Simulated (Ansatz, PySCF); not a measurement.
AsFH4O2Si, SMILES O[Si](O)(F)[AsH2]. Atoms are numbered in the order given.

```xyz
9

O     -0.8512    -1.0465     1.6220
Si    -0.8021    -0.1897     0.2181
O     -1.9064     1.0370     0.3507
F     -1.2635    -1.1217    -1.0370
As     1.3797     0.5502    -0.2789
H     -1.7240    -1.1699     2.0185
H     -2.1825     1.4831    -0.4588
H      1.6159     0.9378     1.1804
H      1.9431    -0.8545    -0.0666
```
Charge 0, spin multiplicity 1.

The structure is a stationary point at B3LYP-D3(BJ)/def2-SVP. The structure was generated by enumeration, and PubChem lists no compound with its InChIKey, so it may never have been made. One conformer was computed; it need not be the lowest.

Two levels are set side by side: PBE-D3(BJ)/def2-SVP (Ansatz, a quantum-chemistry and plane-wave program) and B3LYP-D3(BJ)/def2-SVP (Ansatz). Each level has its own optimised geometry; the coordinates shown are those of the second. Frequencies come from the Hessian of PySCF at each geometry. Differences are taken from unrounded values.

```tsv
quantity	B3LYP-D3(BJ)
mean bond length (Å)	1.535
bond O1–Si2 (Å)	1.645
bond Si2–O3 (Å)	1.656
bond Si2–F4 (Å)	1.630
bond Si2–As5 (Å)	2.357
bond O1–H6 (Å)	0.967
bond O3–H7 (Å)	0.965
bond As5–H8 (Å)	1.528
bond As5–H9 (Å)	1.528
highest harmonic wavenumber (cm⁻¹)	3875
mean harmonic wavenumber (cm⁻¹)	991
zero-point energy (kcal/mol)	29.75
```

Q: What does PBE-D3(BJ) give, and how far is it from B3LYP-D3(BJ)? (Estimate from the structure and the level; the computed values follow.)

A: 
| quantity | PBE-D3(BJ) | PBE-D3(BJ) minus B3LYP-D3(BJ) |
|---|---|---|
| mean bond length (Å) | 1.545 | 0.011 |
| bond O1–Si2 (Å) | 1.660 | 0.014 |
| bond Si2–O3 (Å) | 1.670 | 0.014 |
| bond Si2–F4 (Å) | 1.643 | 0.013 |
| bond Si2–As5 (Å) | 2.362 | 0.005 |
| bond O1–H6 (Å) | 0.975 | 0.009 |
| bond O3–H7 (Å) | 0.973 | 0.009 |
| bond As5–H8 (Å) | 1.539 | 0.011 |
| bond As5–H9 (Å) | 1.539 | 0.011 |
| highest harmonic wavenumber (cm⁻¹) | 3766 | -109 |
| mean harmonic wavenumber (cm⁻¹) | 963 | -28 |
| zero-point energy (kcal/mol) | 28.91 | -0.84 |

Exact exchange shortens and stiffens bonds; PBE has none. Differences between two approximate levels are no errors against the true value.
